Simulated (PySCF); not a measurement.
SMILES [O][Si](F)(F)F (F₃OSi), doublet, PBE0/def2-SVP optimised geometry.

```
5

O     -1.12    -1.23     1.30
Si    -0.51    -0.39     0.00
F     -0.99     1.13     0.00
F     -1.07    -1.13    -1.29
F      1.07    -0.39     0.00
```

Density from unrestricted PBE0/def2-TZVP (PySCF 2.14.0) at that geometry.

Minimum of the electron density along straight lines between bonded atoms, close to the bond critical point (lines longer than 1.1 times the sum of covalent radii, or with two minima, are not listed):

```csv
bond,length / Å,ρ at the minimum / e bohr⁻³,∇²ρ there / e bohr⁻⁵,position (fraction from the first atom)
O1–Si2,1.667,0.142,(withheld),0.59
Si2–F3,1.590,0.145,1.02,0.42
Si2–F4,1.590,0.145,1.02,0.42
Si2–F5,1.590,0.145,1.02,0.42
```

**Question.** What belongs in the gaps?

**Answer.** 
- O1–Si2, ∇²ρ there / e bohr⁻⁵: 0.72
